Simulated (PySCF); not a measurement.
B3LYP has the VWN-RPA correlation part, as in Gaussian. Delta-SCF ions had no search for a lower state. Excitations are Tamm–Dancoff values on a coarser integration grid. The basis has no diffuse functions, so Rydberg states are missing or too high.

Z-matrix (Å, degrees):
```
In
H 1 1.7359
H 1 1.7366 2 120.26
H 1 1.7412 2 119.15 3 -165.49
S 1 2.8735 2 94.46 4 -97.26
H 5 1.3511 1 95.75 2 169.79
H 5 1.3511 6 92.73 1 96.34
```
Charge 0, spin multiplicity 1.

Problem. Estimate the S1 excitation (TDA), T1 excitation (TDA), S1–T1 gap (TDA), vertical ionisation energy (Delta-SCF), dipole moment, HOMO, LUMO and charge on the central atom (Mulliken) that B3LYP-D3(BJ)/def2-TZVP // PBE0-D4/def2-SVP in PySCF returns for this input.

Solution. 
```yaml
S1 excitation (TDA): 5.53 eV
T1 excitation (TDA): 5.21 eV
S1–T1 gap (TDA): 0.32 eV
vertical ionisation energy (Delta-SCF): 9.81 eV
dipole_moment: 2.95 D
HOMO: -7.44 eV
LUMO: -0.98 eV
charge on the central atom (Mulliken): 0.33 e
```
